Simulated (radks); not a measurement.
The numbers below are computed, except where a source is named.
The osmium ion Os55+, configuration [Ar] 3d3 (the NIST ground configuration). Code: a radial shooting solver on a logarithmic mesh with Libxc functionals. Model: scalar-relativistic Kohn-Sham, r2SCAN, spin-polarised, spherical densities, finite nucleus; open shells are filled with parallel spins first (spin-orbit coupling, left out, can overturn this in heavy ions); meta-GGA in the generalised Kohn-Sham scheme; Fermi nuclear charge, rms radius 5.4126 fm.

Radial electron density D(r) = 4 pi r^2 rho(r):

```
   r/bohr * D(r) (the largest magnitude, 133, reaches the edge; | marks zero)
 0.001952 |        *
 0.002422 |            *
 0.003006 |                *
 0.003731 |                    *
  0.00463 |                         *
 0.005747 |                               *
 0.007132 |                                    *
 0.008852 |                                        *
  0.01099 |                                          *
  0.01363 |                                          *
  0.01692 |                                        *
    0.021 |                                      *
  0.02607 |                                      *
  0.03235 |                                          *
  0.04015 |                                                 *
  0.04983 |                                                      *
  0.06185 |                                                   *
  0.07676 |                                        *
  0.09526 |                             *
   0.1182 |                           *
   0.1467 |                              *
   0.1821 |                             *
    0.226 |                  *
   0.2805 |      *
   0.3482 | *
   0.4321 *
   0.5363 *
```

D(r) has 3 maxima, at r = 0.0119, 0.0519, 0.158 bohr, and minima at 0.0233, 0.112 bohr, inside which lie 1.92, 10.87 electrons.
